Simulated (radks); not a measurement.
Values are calculated unless marked as measured or tabulated.
Coulomb parameter of the 3d shell of the copper ion Cu3+ in the model configuration [Ar] 3d6.5 4s1.5, as a second difference U = [E(n + 0.5) + E(n - 0.5) - 2 E(n)] / (0.5)^2 with all orbitals relaxed. "Bare": the charge of the atom changes with n. "Screened": the 4s shell takes up the change at fixed total charge, which measures U(3d,3d) + U(4s,4s) - 2 U(3d,4s). Code: a radial shooting solver on a logarithmic mesh with Libxc functionals. Model: Dirac Kohn-Sham, PBE, spin-unpolarised, spherical densities, point nucleus; open shells are shared between the two j in proportion to 2j + 1.

case              configuration  E - E(n) (eV)
start          [Ar] 3d6.5 4s1.5          0.000
bare +0.5        [Ar] 3d7 4s1.5        -27.966
bare -0.5        [Ar] 3d6 4s1.5         33.588
screened +0.5      [Ar] 3d7 4s1        -10.637
screened -0.5      [Ar] 3d6 4s2         12.169

U(bare) = 22.491 eV, U(screened by 4s) = 6.127 eV.
